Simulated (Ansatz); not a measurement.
Consider the ligand exchange at a B–O bond: `COBS` + CH₃SH → `CSBS` + CH₃OH.

Isolated molecules relaxed with PBE0-D4/def2-TZVP in Ansatz; ΔE leaves out vibrations. CCSD(T)/CBS adds triple-zeta CCSD(T) − MP2 to the extrapolated MP2 energy (def2 sets, frozen cores). This one scheme is used for every species. DFT in def2-TZVPP. HSE06 is defined as in plane-wave codes. Each species was taken in one conformer, which may not be the lowest.

(1) Is it downhill or uphill in electronic energy at CCSD(T)/CBS, and by how much? (Estimate.)

(2) What do these levels give: LDA (SPW92), PBE-D4, B2PLYP, HSE06, CAM-B3LYP, HF/CBS(def2)? (Best estimate.)

Largest T1 diagnostic among the species: 0.013.

Results:

(1) Ansatz gave: Uphill: ΔE = +10.6 kcal/mol.

(2) Ansatz gave: LDA (SPW92) 10.3, PBE-D4 8.6, B2PLYP 11.9, HSE06 9.8, CAM-B3LYP 13.7, HF/CBS(def2) 15.6 kcal/mol.

The D4 term adds −1.0 kcal/mol with B3LYP and −0.5 kcal/mol with PBE0; it sums over pairs of atoms, weighted by their polarisabilities, and B3LYP, whose exchange is more repulsive, gets the larger term. At CCSD(T), def2-SVP lies +3.2 kcal/mol from the extrapolated value and def2-TZVPP +0.7 kcal/mol. Leaving LDA and LC-ωPBE aside and taking each functional with its dispersion term where it has one, the values, not all of them listed here, spread over 5.2 kcal/mol, from revPBE-D4 to CAM-B3LYP-D4. LDA lies +1.2 kcal/mol from PBE without D4.

B3LYP here is the variant with VWN-RPA as its local correlation; programs differ in this.
